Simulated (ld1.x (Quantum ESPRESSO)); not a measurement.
## An all-electron radial function and its pseudo partner (V (Z = 23))

Columns: radius, all-electron u(r) and pseudo u(r) of the 4s shell (level -5.16 eV) of vanadium in the configuration [Ne] 3s2 3p6 3d3 4s1.5 4p0.5; Wu–Cohen, scalar-relativistic, ultrasoft scheme, ld1.x (Quantum ESPRESSO) 7.5.

```csv
r (bohr),all-electron,pseudo
0.132,-0.0982,-0.0296
0.265,-0.1335,-0.0598
0.398,0.0413,-0.0908
0.530,0.1974,-0.1227
0.663,0.2670,-0.1562
0.795,0.2545,-0.1909
0.928,0.1867,-0.2272
1.060,0.0900,-0.2645
1.193,-0.0181,-0.3030
1.325,-0.1244,-0.3416
1.458,-0.2234,-0.3804
1.590,-0.3104,-0.4181
1.723,-0.3852,-0.4545
1.855,-0.4467,-0.4883
1.988,-0.4967,-0.5193
2.120,-0.5355,-0.5462
2.252,-0.5645,-0.5686
2.385,-0.5852,-0.5862
2.518,-0.5982,-0.5983
2.650,-0.6046,-0.6046
2.782,-0.6054,-0.6054
2.915,-0.6014,-0.6014
3.048,-0.5934,-0.5934
3.180,-0.5820,-0.5820
3.312,-0.5679,-0.5679
3.445,-0.5515,-0.5515
```

Task: How many radial nodes do the two functions have?

Result: The all-electron 4s function has n − l − 1 = 3 (the table is too coarse to show those close to the nucleus); the pseudo-wave has 0, since the states of the same l below it are removed with the core.

Task: At about which radius was the pseudo-wave matched?

Result: 2.65 bohr, where the columns begin to agree (steps of 0.13 bohr).

Task: Is the pseudo-wave norm-conserving?

Result: No, it belongs to an ultrasoft set: the norm inside the radius is not constrained, and the difference is carried by the augmentation charge.
